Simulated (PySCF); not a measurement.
SMILES Fc1cccc(F)c1-c1ccsc1 (GFN2-xTB optimised geometry):

```
19

F      1.492     1.093     0.003
C      0.807    -0.066     0.001
C      1.511    -1.256     0.001
C      0.813    -2.451     0.000
C     -0.571    -2.451     0.000
C     -1.243    -1.242     0.000
F     -2.589    -1.247     0.000
C     -0.583    -0.018     0.000
C     -1.317     1.261    -0.018
C     -1.698     1.929    -1.212
C     -2.363     3.084    -0.966
S     -2.542     3.386     0.716
C     -1.709     1.936     1.097
H      2.589    -1.233     0.002
H      1.349    -3.386    -0.001
H     -1.136    -3.369     0.000
H     -1.479     1.553    -2.195
H     -2.764     3.783    -1.673
H     -1.554     1.661     2.122
```

Level of theory: CAM-B3LYP/def2-SVP (PySCF 2.14.0).

Question: What are the frontier orbital energies and the dipole moment?

Answer: HOMO-2 -8.51 eV, HOMO-1 -8.45 eV, HOMO -8.16 eV, LUMO 0.62 eV, LUMO+1 0.74 eV; dipole moment 1.39 D.

Meta-Löwdin charges at CAM-B3LYP/def2-SVP: F1 -0.26, C2 0.29, C3 -0.15, C4 -0.08, C5 -0.15, C6 0.29, F7 -0.26, C8 -0.06, C9 -0.02, C10 -0.13, C11 -0.23, S12 0.27, C13 -0.23, H14 0.12, H15 0.11, H16 0.12, H17 0.12, H18 0.13, H19 0.13.
